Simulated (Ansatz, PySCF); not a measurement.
Molecule: CCl$_{2}$F, net charge 0, doublet state. It need not be the lowest isomer of its formula. SMILES: Cl[C](Cl)F
Geometry: optimised at B3LYP-D3(BJ)/def2-TZVP (Ansatz, a first-principles code).

Quantity: atomisation energy (electronic, to ground-state atoms), in kcal/mol. Valence correlation only, unless marked. UHF or UKS for open shells. No spin-orbit coupling. No relativistic terms. The coupled-cluster limit lacks core correlation, which all-electron functionals hold. CBS marks a two-point X^-3 extrapolation of the correlation energy; Hartree-Fock from the larger set. The bracket is a focal-point correction in the basis named.

```
level                          program  atomisation energy (kcal/mol)
----------------------  --------------  -----------------------------
HF/6-31G                        Ansatz                          106.4
HF/cc-pV(D+d)Z                  Ansatz                          158.7
HF-D3(BJ)/def2-TZVPD     PySCF + dftd3                          185.9
BLYP-D3(BJ)/def2-TZVPD  Ansatz + dftd3                          279.8
BP86-D3(BJ)/def2-TZVPD   PySCF + dftd3                          296.7
TPSS/def2-TZVPD                  PySCF                          281.2
M06-L-D4/def2-TZVPD      PySCF + dftd4                          283.6
```

Predict the RI-MP2/CBS(cc-pV(T+d)Z,cc-pV(Q+d)Z)+[CCSD(T)-MP2]/cc-pV(T+d)Z result (Ansatz).

273.6 kcal/mol, so M06-L-D4/def2-TZVPD differs from it by 10.0 kcal/mol.
